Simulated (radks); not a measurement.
Values are calculated unless marked as measured or tabulated.
Problem. These are the eigenvalues of the occupied orbitals of an atom or ion with whole-number occupations (hartree). Code: a radial shooting solver on a logarithmic mesh with Libxc functionals. Model: non-relativistic Kohn-Sham, PBE, spin-unpolarised, spherical densities, point nucleus.

| orbital | eigenvalue |
|---|---|
| 1s | -1786.868 |
| 2s | -285.3170 |
| 2p | -271.6729 |
| 3s | -62.90439 |
| 3p | -56.80605 |
| 3d | -45.44566 |
| 4s | -12.15613 |
| 4p | -9.75667 |
| 4d | -5.47214 |
| 5s | -1.50997 |
| 5p | -0.88289 |
| 4f | -0.24793 |
| 6s | -0.12734 |

Which element is it, and in what charge state? The configuration may be excited.

Solution. Z = 65, terbium, charge 0: Tb in [Xe] 4f9 6s2. The list shows which subshells hold electrons but not how many an open one holds; the 1s level, -1786.9 hartree, gives Z - s = 59.8 by -(Z - s)^2/2, which with screening narrows Z to a few neighbours, and the depths of the outer levels then fix element, charge and occupations together.
